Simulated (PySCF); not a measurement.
SeFI, SMILES I[Se]F. Atoms are numbered in the order given.

```xyz
3

Se     0.4126    -1.3048     0.0000
F     -1.2428    -1.9331     0.0000
I     -0.0537     1.1653     0.0000
```

Coordinates come from a B3LYP-D3(BJ)/def2-TZVP optimisation. The def2 effective core potentials stand for the cores of I; spin–orbit coupling is left out.

The numbers are results of TDA-M06-2X/def2-SVPD (PySCF), not measurements.

Vertical excitations. Gas-phase values at a fixed geometry. State labels are in the subgroup Cs.

Computed UV-visible absorptions:
| state | symmetry | energy (eV) | λ (nm) | f | main pairs |
|---|---|---|---|---|---|
| S1 | A" | 2.36 | 526 | 0.001 | HOMO→LUMO 96 % |
| S2 | A" | 3.04 | 408 | 0.001 | HOMO→LUMO+1 90 % |
| S3 | A' | 4.01 | 309 | 0.001 | HOMO−1→LUMO 98 % |
| S4 | A" | 4.50 | 276 | 0.000 | HOMO−2→LUMO 97 % |
| S5 | A' | 5.48 | 226 | 0.000 | HOMO−1→LUMO+1 81 %, HOMO−3→LUMO 18 % |
| S6 | A" | 5.62 | 221 | 0.000 | HOMO−2→LUMO+1 91 % |
| S7 | A' | 6.17 | 201 | 0.005 | HOMO−3→LUMO+1 94 % |
| S8 | A" | 6.35 | 195 | 0.000 | HOMO→LUMO+2 55 %, HOMO→LUMO+3 33 %, HOMO→LUMO+6 10 % |
| S9 | A" | 6.90 | 180 | 0.067 | HOMO→LUMO+3 62 %, HOMO→LUMO+2 29 % |
| S10 | A' | 7.04 | 176 | 0.633 | HOMO−3→LUMO 39 %, HOMO→LUMO+4 33 %, HOMO→LUMO+11 11 %, HOMO−1→LUMO+1 9 % |
| T1 | A" | 1.76 | 705 | 0 | HOMO→LUMO 97 % |
| T2 | A" | 2.24 | 552 | 0 | HOMO→LUMO+1 86 % |
| T3 | A' | 3.44 | 361 | 0 | HOMO−1→LUMO 98 % |
| T4 | A" | 3.93 | 315 | 0 | HOMO−2→LUMO 97 % |
Triplets are in the Tamm–Dancoff approximation.
